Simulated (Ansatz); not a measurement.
A run on C3H5FSi, SMILES `FCC1=C[SiH2]1` with other settings.

```yaml
crystal:
  periodic: [false, false, false]
  atoms:
    - {symbol: F, position_ang: [-0.695438, 0.182920, -2.268375]}
    - {symbol: C, position_ang: [-0.363990, -0.759843, -1.317114]}
    - {symbol: C, position_ang: [0.000042, -0.133229, -0.034434]}
    - {symbol: C, position_ang: [0.370446, -0.521925, 1.185597]}
    - {symbol: Si, position_ang: [0.294536, 1.275972, 1.063456]}
    - {symbol: H, position_ang: [-1.225776, -1.423909, -1.188909]}
    - {symbol: H, position_ang: [0.474409, -1.348019, -1.706186]}
    - {symbol: H, position_ang: [0.538782, -1.470681, 1.680506]}
    - {symbol: H, position_ang: [-0.830498, 2.047637, 1.641934]}
    - {symbol: H, position_ang: [1.520686, 2.099977, 0.946525]}
basis:
  gaussian: {orbitals: cc-pVDZ}
hamiltonian: {xc: {name: PBE}}
output: {forces: true}
```

```sh
$ ansatz run in.yaml --threads 4 --pin off --events-out ev --progress --plain --max-ram 10444MiB
```

It prints (some lines left out):

```
Functional definition: PBE
1204 factors; their error is unknown
mean field evaluation 1: about -13765.2136 eV, gradient 5.5e1 eV
mean field evaluation 2: about -13743.7174 eV, gradient 9.8e1 eV
mean field evaluation 4: about -13773.6199 eV, gradient 8.0e0 eV
mean field evaluation 8: about -13773.7397 eV, gradient 6.6e-2 eV
mean field evaluation 16: about -13773.7046 eV, gradient 4.3e-5 eV
mean field -13773.70460731 eV, -506.1743081662 hartree, gradient 4.3e-5 eV, S^2 0.000000; 0 other end points of the search recorded, 0 dependent functions left out
reference -13773.70464205 eV, -506.1743094431 hartree; 23, 23 occupied and 76, 76 virtual orbitals, 1204 factors
Total energy: -13773.70464205 eV, -506.1743094431 hartree
Atom 0 at    -0.695438     0.182920    -2.268375 Å, force    -0.175405     0.491985    -0.507705 eV/Å
Atom 1 at    -0.363990    -0.759843    -1.317114 Å, force     0.001791     0.285624     0.047486 eV/Å
Atom 2 at     0.000042    -0.133229    -0.034434 Å, force    -0.242074    -0.327905    -0.843819 eV/Å
Atom 3 at     0.370446    -0.521925     1.185597 Å, force     0.178821    -0.527425     0.561659 eV/Å
Atom 4 at     0.294536     1.275972     1.063456 Å, force     0.070129     1.003139     0.311158 eV/Å
Atom 5 at    -1.225776    -1.423909    -1.188909 Å, force    -0.434552    -0.438740     0.135083 eV/Å
Atom 6 at     0.474409    -1.348019    -1.706186 Å, force     0.470072    -0.398931    -0.140276 eV/Å
Atom 7 at     0.538782    -1.470681     1.680506 Å, force     0.106883    -0.512979     0.321106 eV/Å
Atom 8 at    -0.830498     2.047637     1.641934 Å, force    -0.349646     0.204361     0.164652 eV/Å
Atom 9 at     1.520686     2.099977     0.946525 Å, force     0.373982     0.220872    -0.049345 eV/Å
Dipole moment:     0.058467    -0.302092     0.150869 e Å
```

Run time 0.9 s (4 threads of an Arm Neoverse V2 on a shared host); peak host memory 0.13 GiB.
